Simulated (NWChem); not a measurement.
System: KCl; SMILES [Cl][K]

Computed with NWChem. Medium grid unless said otherwise, to which SCAN and Minnesota functionals are sensitive. Geometry: optimised at PBE0/def2-SVP. B3LYP is NWChem's, with the RPA form of VWN correlation. Total energies of different functionals are on different scales.

```json
[
 {"level": "B3LYP/def2-SVP", "energy (Ha)": "-1059.9989", "highest occupied level (eV)": "-5.28", "orbital gap (eV)": "3.69", "dipole (D)": "9.34"},
 {"level": "PBE/def2-SVP", "energy (Ha)": "-1059.5595", "highest occupied level (eV)": "-4.31", "orbital gap (eV)": "2.46", "dipole (D)": "9.08"},
 {"level": "B97-2/def2-SVP", "energy (Ha)": "-1060.0720", "highest occupied level (eV)": "-5.30", "orbital gap (eV)": "3.98", "dipole (D)": "9.64"},
 {"level": "PBE0/def2-SVP", "energy (Ha)": "-1059.6500", "highest occupied level (eV)": "-5.56", "orbital gap (eV)": "4.22", "dipole (D)": "9.60"},
 {"level": "HCTH/407/def2-SVP", "energy (Ha)": "-1060.1494", "highest occupied level (eV)": "-4.55", "orbital gap (eV)": "2.26", "dipole (D)": "9.07"},
 {"level": "TPSS/def2-SVP", "energy (Ha)": "-1060.0114", "highest occupied level (eV)": "-4.39", "orbital gap (eV)": "2.66", "dipole (D)": "9.34"},
 {"level": "PW91/def2-SVP", "energy (Ha)": "-1059.9430", "highest occupied level (eV)": "-4.37", "orbital gap (eV)": "2.30", "dipole (D)": "9.01"},
 {"level": "LC-BLYP (range parameter 0.33 per bohr)/def2-SVP", "energy (Ha)": "-1059.4826", "highest occupied level (eV)": "-7.81", "orbital gap (eV)": "7.35", "dipole (D)": "9.48"},
 {"level": "SCAN/def2-SVP", "energy (Ha)": "-1060.0588", "highest occupied level (eV)": "-4.52", "orbital gap (eV)": "3.31", "dipole (D)": "9.67"}
]
```
